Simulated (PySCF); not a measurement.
# What a mistake does to a calculation on GeH6NOSi cation

Calculated results; nothing here was measured. The program is PySCF 2.14.0, an open-source quantum chemistry code, run on an isolated molecule that a program drew, which may never have been made. The molecule is GeH6NOSi cation (charge +1, singlet), drawn as the SMILES string `[NH2][Ge+]([OH])[SiH3]`.

Each row is a Hartree-Fock (HF) and frozen-core CCSD(T) single point in the cc-pV(D+d)Z basis, meant for a local HF minimum. Run 1 is clean. Each other run has one planted mistake out of seven kinds, and not every kind appears here: one electron removed, one electron added, multiplicity raised by two, geometry at a saddle point, minimal basis STO-3G, one bond length entered in bohr, all coordinates scaled. The reference is restricted for singlets and unrestricted otherwise, and also for a bond in bohr. Adding or removing an electron swaps singlet and doublet. Electrons count all cores. HOMO and LUMO are orbital energies over both spins, the gradient is its largest component, and the lowest frequency (negative if imaginary) is given only where the gradient is small. Bond lengths are over the 9 bonds as drawn. T1 is the CCSD diagnostic: over 0.02 (restricted) or 0.045 (unrestricted) a single reference is doubtful. Germanium has the cc-pVDZ-PP basis, with a core potential (ECP10MDF) in place of its 10 inner electrons, and its 3s, 3p and 3d shells are frozen in CCSD(T).

Geometry of the clean run:
```xyz
10
GeH6NOSi cation, angstrom
N     0.2603   -0.6317   -0.0959
Ge    0.2463    0.0082    1.5258
O     1.7934    0.0756    2.2681
Si   -1.6327    0.8086    2.8674
H     1.0857   -0.9415   -0.5788
H    -0.5750   -0.7265   -0.6459
H     2.5899   -0.2095    1.8340
H    -2.7916    0.6299    1.9859
H    -1.5939   -0.0823    4.0319
H    -1.2623    2.2027    3.1330
```

| run | electrons | basis functions | <S^2> | HOMO (eV) | LUMO (eV) | gradient (hartree/bohr) | lowest frequency (cm^-1) | mean bond (Å) | longest bond (Å) | T1 | HF (hartree) | CCSD(T) (hartree) | mistake |
|---|---|---|---|---|---|---|---|---|---|---|---|---|---|
| 1 | 66 | 104 | 0.000 | -16.97 | -3.49 | 1.9e-05 | 42 | 1.4739 | 2.444 | 0.0169 | -714.92160 | -715.51813 | no fault |
| 2 | 66 | 104 | 2.047 | -11.30 | -6.15 | 1.4e-01 | - | 1.4739 | 2.444 | 0.0263 | -714.77520 | -715.33542 | multiplicity raised by two |
| 3 | 66 | 104 | 0.000 | -17.74 | -3.03 | 1.3e-01 | - | 1.3369 | 2.216 | 0.0131 | -714.80810 | -715.38190 | ? |
| 4 | 67 | 104 | 0.774 | -5.01 | 2.95 | 5.8e-02 | - | 1.4739 | 2.444 | 0.0153 | -715.07698 | -715.67821 | ? |

**Which mistake was planted in run 3, and what did it cost?**

The mean and the longest bond both change by the same factor, 0.907, and the gradient is no longer small. So the mistake is: all coordinates scaled. Subtracting run 1 and multiplying by 627.51 kcal/mol a hartree, the energy moved by 71.2 kcal/mol in HF and 85.5 kcal/mol in CCSD(T).

**Which mistake was planted in run 4, and what did it cost?**

It counts 67 electrons, one more than the clean run, at the same geometry and basis. So the mistake is: one electron added. Subtracting run 1 and multiplying by 627.51 kcal/mol a hartree, the energy moved by -97.5 kcal/mol in HF and -100.5 kcal/mol in CCSD(T).

